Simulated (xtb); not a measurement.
C₂H₇GaO, SMILES [GaH]([CH3])[O]C. All values are semi-empirical tight-binding results from xtb (GFN2-xTB unless named), good for trends rather than for accurate numbers. Geometry optimised at GFN2-xTB. One conformer was computed; it need not be the lowest.

Optimised geometry:

```xyz
11

Ga    -0.4121     0.3209     0.3474
H     -1.9265     0.1678     0.7240
C      0.9431     1.7343     0.8634
H      1.0783     1.7806     1.9444
H      0.6382     2.7238     0.5210
H      1.8916     1.4679     0.3934
O      0.2135    -0.9046    -0.6782
C      0.3954    -2.0399    -1.4947
H      0.6364    -1.7230    -2.5125
H      1.2227    -2.6386    -1.1055
H     -0.5059    -2.6562    -1.5203
```

The geometry has at least one imaginary mode, so it is a saddle point at that level.

For metal compounds this method's bond lengths and energies can be far off.

orbital gap: 4.47 eV

Computed atomic charges and the Wiberg bond orders between heavy atoms:
charges (e) Ga1 0.12, H2 -0.03, C3 -0.15, H4 0.07, H5 0.07, H6 0.09, O7 -0.36, C8 0.05, H9 0.04, H10 0.04, H11 0.04. Bond orders Ga1–C3 0.94, Ga1–O7 1.26, O7–C8 0.96.
